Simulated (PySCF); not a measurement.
Polarisability and C₆ of Ga²⁺ (gallium, charge +2)

[Ar] 3d10 4s1, 2S determinant. Calculation: PySCF 2.14, in aug-cc-pwCVDZ-PP with ECP10MDF; scalar relativity through the core potential. Coupled (time-dependent) response in atomic units; α is the mean over directions. A double-zeta set is small for polarisabilities.

| method | mean α (bohr³) | C₆ (like pair) | S(−4) |
| --- | --- | --- | --- |
| UHF | 11.96 | 35.93 | 136.3 |
| PBE | 9.200 | 26.07 | 74.28 |
| PBE0 | 9.768 | 27.99 | 85.70 |
| r2SCAN0 | 10.03 | 29.72 | 85.96 |
| PW91 | 9.181 | 26.01 | 73.89 |

S(−4) is the Cauchy moment in α(ω) = α(0) + S(−4) ω² + …

α(iu) at UHF:

```tsv
u (hartree)	α(iu) (bohr³)
0	11.96
0.0500	11.63
0.100	10.74
0.200	8.319
0.300	6.172
0.500	3.638
0.750	2.267
1.00	1.631
1.50	1.059
2.00	0.7999
3.00	0.5457
5.00	0.3161
```

For an ion, C₆ is the dispersion term alone; charge-induced terms of lower order in 1/R come first.

Energies and moments cover only the electrons outside the core potential.
